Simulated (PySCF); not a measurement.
Ligand exchange on a metal centre used in film growth or etching (Nb F-NH2). Isolated molecules, 0 K electronic values unless said otherwise. One relaxed conformer stands for each flexible species; it need not be the lowest.

These are PySCF with PBE-D3(BJ)/def2-TZVP // r2SCAN-D4/def2-SVP values and carry that method's errors. All candidates: neutral, multiplicity 1. 

```yaml
HOMO–LUMO gap: 3.56 eV
HOMO: -7.48 eV
LUMO: -3.92 eV
```

**Question.** Name which member has these values.
A) [Nb(F)3(NH2)2]
B) [Nb(F)2(NH2)3]
C) [Nb(F)4(NH2)]
D) [Nb(F)5]

**Answer.** C, [Nb(F)4(NH2)]. The others give [Nb(F)2(NH2)3]: 2.60 eV, -5.67 eV, -3.07 eV; [Nb(F)3(NH2)2]: 2.99 eV, -6.59 eV, -3.60 eV; [Nb(F)5]: 6.01 eV, -10.21 eV, -4.20 eV
